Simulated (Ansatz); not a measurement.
Compare A (`B/C=C/C`) with its isomer B (`CB1CC1`).

Program: Ansatz. Geometries: PBE0-D4/def2-TZVP. ΔE: electronic, gas phase. CBS: MP2 limit from def2 TZ/QZ plus the TZ coupled-cluster correction, frozen cores. DFT in def2-TZVPP. B3LYP here is the variant with VWN-RPA as its local correlation; programs differ in this.

**Question.** Which isomer does CCSD(T)/CBS put lower? Give the gap. (Estimate.)

**Answer.** Ansatz gave: A, by 17.5 kJ/mol.

**Question.** Give E(B) − E(A) in kJ/mol with ωB97M-V, MP2/def2-TZVPP, B2PLYP, CCSD/def2-TZVPP, HF/def2-TZVPP, LDA (SPW92), B3LYP. (An estimate is asked.)

**Answer.** Computed: ωB97M-V 5.1, MP2/def2-TZVPP 11.6, B2PLYP 20.3, CCSD/def2-TZVPP 18.3, HF/def2-TZVPP 40.6, LDA (SPW92) -18.3, B3LYP 20.8. The order is the other way round with LDA (SPW92).

**Question.** Does the order hold for the free energy at 298.15 K (harmonic terms from PBE0-D4)? (An estimate is asked.)

**Answer.** The calculation gave: Yes: G(B) − G(A) = +18.6 kJ/mol.

Largest T1 diagnostic: 0.011.

From BLYP to BHLYP (50 % exact exchange), in def2-TZVPP and without D4, E(B) − E(A) moves by −5.6 kJ/mol. Leaving LDA and LC-ωPBE aside and taking each functional with its dispersion term where it has one, the values, not all of them listed here, spread over 31.2 kJ/mol, from PBE0-D4 to BLYP-D4. LDA lies −18.3 kJ/mol from PBE without D4.
